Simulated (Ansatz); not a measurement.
Reaction (redistribution): `F[SiH]1BC1` + `F[SiH](F)F` → `B1C[SiH2]1` + silicon tetrafluoride

Gas-phase electronic energies from Ansatz, PBE0-D4/def2-TZVP geometries. CCSD(T)/CBS adds triple-zeta CCSD(T) − MP2 to the extrapolated MP2 energy (def2 sets, frozen cores). Functionals use def2-TZVPP.

```csv
level,ΔE (kcal/mol)
PBE-D4,-5.0
BLYP-D4,-4.4
r2SCAN-D4,-6.6
r2SCANh-D4,-6.8
r2SCAN,-6.5
PBE0,-6.2
CCSD/def2-SVP,-7.1
HF/CBS(def2),-7.9
```

Problem. What does CCSD(T)/CBS give? (Estimate.)

Solution. The calculation gave: -6.5 kcal/mol. The listed levels differ from it by 1.5, 2.1, -0.1, -0.3, 0.0, 0.3, -0.6, -1.4 kcal/mol.

Largest T1 diagnostic among the species: 0.014.

From PBE to PBE0 (25 % exact exchange), in def2-TZVPP and without D4, ΔE moves by −1.3 kcal/mol. Leaving LDA and LC-ωPBE aside and taking each functional with its dispersion term where it has one, the values, not all of them listed here, spread over 2.8 kcal/mol, from r2SCAN0-D4 to BLYP-D4.
